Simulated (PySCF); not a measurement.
Match the calculated data to a structure.

All candidates are C8H9N.

* Dipole: 1.74 D [PBE0/pcSseg-1]
* NMR, other nuclei: isotropic shieldings of nuclei other than C and H, by class: -85 (1 N) ppm [GIAO PBE0/pcSseg-1]
* 13C NMR: chemical shifts (computed TMS as zero) by class: 161.4 (1 C), 154.7 (1 C), 153.6 (1 C), 141.4 (1 C), 126.7 (1 C), 123.1 (1 C), 118.7 (1 C), 25.3 (1 C) ppm [GIAO PBE0/pcSseg-1]
* 1H NMR: chemical shifts (computed TMS as zero) by class: 8.93 (1 H), 8.08 (1 H), 7.91 (1 H), 7.25 (1 H), 6.18 (1 H), 5.80 (1 H), 2.41 (3 H) ppm [GIAO PBE0/pcSseg-1]
* Rotational structure: rotational constants A, B, C: 3.700, 1.291, 0.964 GHz [GFN2-xTB]

The electronic properties come from PySCF, for the isolated species, density fitting. Levels stand in brackets. Geometry: GFN2-xTB, one conformer, isolated molecule. NMR values are class means; diastereotopic atoms form classes of their own.

Question: Which candidate is it?
A. `C=C1C[C@@](C)(C#N)C1=C`
B. `C/N=C\C1=C[C@@H]2C=C[C@H]12`
C. `c1cc(C2CC2)ccn1`
D. `C[C@@H]1C(C#N)=C1C1CC1`
E. `C=C(C)c1ccccn1`

Answer: E. It is `C=C(C)c1ccccn1`. Numbering: `[CH2:1]=[C:2]([CH3:3])[c:4]1[cH:5][cH:6][cH:7][cH:8][n:9]1`. Its formula, C8H9N, gives 5 degrees of unsaturation: 1 ring and 4 π bonds in the structure found (Kekulé form). 8 carbons fall into 8 classes; from least to most shielded: substituted aromatic carbon [C4] (161.4 ppm), aromatic CH next to a ring nitrogen [C8] (154.7 ppm), fully substituted alkene carbon [C2] (153.6 ppm), aromatic CH carbon [C6] (141.4 ppm), aromatic CH carbon [C7] (126.7 ppm), aromatic CH carbon [C5] (123.1 ppm), terminal =CH2 carbon [C1] (118.7 ppm), allylic carbon [C3] (25.3 ppm). Hydrogen classes from least to most shielded: 1 H on an aromatic CH next to a ring nitrogen, C8 (8.93 ppm), 1 H on an aromatic CH carbon, C5 (8.08 ppm), 1 H on an aromatic CH carbon, C6 (7.91 ppm), 1 H on an aromatic CH carbon, C7 (7.25 ppm), 1 H on a terminal =CH2 carbon, C1 (6.18 ppm), 1 H on a terminal =CH2 carbon, C1 (5.80 ppm), 3 H on an allylic carbon, C3 (2.41 ppm, a mean of values up to 1.0 ppm apart in this geometry). The other shieldings belong to: -85 ppm, pyridine-type nitrogen [N9]. By its constants the optimised geometry is an asymmetric top.

The others, at the same levels:
- `C/N=C\C1=C[C@@H]2C=C[C@H]12` fails: its computed 13C shifts are 162.4 (1 C), 158.6 (1 C), 154.6 (1 C), 153.9 (1 C), 153.9 (1 C), 53.4 (1 C), 51.6 (1 C), 44.6 (1 C) ppm, 1H shifts are 8.25 (1 H), 7.07 (1 H), 6.94 (1 H), 6.94 (1 H), 4.15 (1 H), 4.03 (1 H), 3.68 (3 H) ppm and rotational constant A is 4.434 GHz (against 3.700 GHz).
- `c1cc(C2CC2)ccn1` fails: it has 5 carbon classes against 8; its computed 13C shifts are 159.9 (1 C), 155.6 (2 C), 124.3 (2 C), 18.8 (1 C), 15.4 (2 C) ppm, 1H shifts are 8.81 (2 H), 6.95 (2 H), 1.71 (1 H), 1.15 (2 H), 0.76 (2 H) ppm and rotational constant A is 4.466 GHz (against 3.700 GHz).
- `C=C1C[C@@](C)(C#N)C1=C` fails: its computed 13C shifts are 158.0 (1 C), 150.1 (1 C), 127.9 (1 C), 115.8 (1 C), 114.2 (1 C), 43.7 (1 C), 33.0 (1 C), 26.9 (1 C) ppm, 1H shifts are 5.90 (1 H), 5.86 (1 H), 5.54 (1 H), 5.37 (1 H), 3.21 (1 H), 2.65 (1 H), 1.49 (3 H) ppm and rotational constant A is 2.489 GHz (against 3.700 GHz).
- `C[C@@H]1C(C#N)=C1C1CC1` fails: its computed 13C shifts are 163.2 (1 C), 116.3 (1 C), 92.1 (1 C), 27.3 (1 C), 24.0 (1 C), 17.7 (1 C), 17.5 (1 C), 13.5 (1 C) ppm, 1H shifts are 2.18 (1 H), 2.13 (1 H), 1.35 (1 H), 1.34 (1 H), 1.27 (3 H), 1.18 (1 H), 1.17 (1 H) ppm and rotational constant A is 1.993 GHz (against 3.700 GHz).

Each candidate is one conformer, not necessarily the lowest. Dipoles, sizes and rotational constants follow the conformer. The torsions of the flexible species, by atom-mapped SMILES:
- `[CH2:1]=[C:2]([CH3:3])[c:4]1[cH:5][cH:6][cH:7][cH:8][n:9]1`: C1–C2–C4–C5 5°
- `[CH3:1]/[N:2]=[CH:3]\[C:4]1=[CH:5][C@@H:6]2[CH:7]=[CH:8][C@H:9]12`: N2–C3–C4–C5 -4°
- `[cH:1]1[cH:2][c:3]([CH:4]2[CH2:5][CH2:6]2)[cH:7][cH:8][n:9]1`: C2–C3–C4–C5 -35°
- `[CH3:1][C@@H:2]1[C:3]([C:4]#[N:5])=[C:6]1[CH:7]1[CH2:8][CH2:9]1`: C3–C6–C7–C8 34°
